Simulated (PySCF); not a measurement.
# MoOF: from structure and modes to constants

Method: UPBE0/[Mo def2-TZVP with ECP28, O def2-TZVP, F def2-TZVP], scalar-relativistic core potentials, density fitting, no spin–orbit coupling, PySCF.

The quartet minimum has Cs symmetry. Masses (u): Mo 97.90541, O 15.99492, F 18.99840.

```xyz
3
charge 0 multiplicity 4, angstrom
Mo    0.1532    0.0008   -0.0696
O    -0.4613   -0.0023   -1.6185
F    -0.4137   -0.0021    1.7216
```

Harmonic wavenumbers (cm⁻¹): 180.8 (a', ×1), 656.4 (a', ×1), 1043.2 (a', ×1).

Problem. Find the principal moments of inertia and the rotational constants. What kind of rotor is it?

Solution. About the centre of mass I = 8.8777, 98.761, 107.64 u Å². With B = 16.8576/I this gives 1.899, 0.1707, 0.1566 cm⁻¹. The molecule is an asymmetric top with κ = -0.98.

Problem. What is the harmonic zero-point energy?

Solution. Half the sum of all 3 wavenumbers, 1880/2 = 940 cm⁻¹, which is 11.2 kJ/mol (1 cm⁻¹ = 0.0119627 kJ/mol).

Problem. Find the vibrational entropy and heat capacity at 298.15 K.

Solution. With u = 1.43878 ω/T, each mode gives S = R[u/(eᵘ−1) − ln(1−e⁻ᵘ)] and C = R u² eᵘ/(eᵘ−1)².
| ω (cm⁻¹) | u | S (J/(mol K)) | C (J/(mol K)) |
| --- | --- | --- | --- |
| 180.8 | 0.872 | 9.71 | 7.81 |
| 656.4 | 3.167 | 1.52 | 3.83 |
| 1043.2 | 5.034 | 0.33 | 1.39 |
The sums over all modes are S = 11.6 and C = 13.0 J/(mol K); the softest mode gives 84 % of the entropy.

Problem. Give the standard entropy (298.15 K, 1 bar) by its translational, rotational, vibrational and spin parts, and Cp.

Solution. Sackur–Tetrode with M = 132.90 u gives 169.8; rotation with symmetry number 1 gives 96.1; vibration 11.6; spin R ln 4 = 11.5. The total is 289.1 J/(mol K), and Cp = 4 R + 13.0 = 46.3 J/(mol K).

This need not be the most stable arrangement of these atoms. Other spin states or occupations of the open shell can lie lower.
